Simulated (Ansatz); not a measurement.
**Correcting a cheap level on S-containing molecules**

The vertical ionisation energy (cation less neutral) in eV of 7 S-containing molecules: x at wB97M-V/def2-TZVPP, y at CCSD(T)/def2-TZVPP. Shapes, held fixed at every level: PBE0-D4/def2-TZVP. Flexible molecules stand in one conformer, not always the lowest. Programs: Ansatz 0.2.0.

```
                               molecule  x (eV)  y (eV)
         C4H6S3 (1,3-dithiane-2-thione)    8.20    8.18
   C5H10S (2-methyltetrahydrothiophene)    8.31    8.30
                        C5H10S (thiane)    8.39    8.37
           C6H14OS (dipropyl sulfoxide)    8.46    8.52
C5H8OS (dihydro-2H-thiopyran-3(4H)-one)    8.75       ?
        C5H12S (3-methyl-2-butanethiol)    8.99    8.96
           C5H12S (tert-amyl mercaptan)    8.99    8.95
```

Task: Fit y = c + s·x to the known rows and predict y for C5H8OS.

Result: 
1. Means of the 6 rows: x = 8.5567, y = 8.547.
2. Σ(Δx)² = 0.60073, Σ(Δx·Δy) = 0.57753, so the slope is 0.57753/0.60073 = 0.96138.
3. Intercept: 8.547 − (0.96138) × 8.5567 = 0.321. The largest residual of the fit is 0.066.
4. C5H8OS: 0.321 + 0.96138 × 8.75 = 8.73 eV.

CCSD(T)/def2-TZVPP gives 8.70 eV, so the prediction is off by +0.03 eV, within the largest residual. Uncorrected, wB97M-V/def2-TZVPP misses it by +0.05 eV, and the other rows by 0.03 on average. The line removes about 40 % of this miss. Left out in turn, the other rows are missed by 0.03 eV on average, hardly better than no correction. Cations run unrestricted.
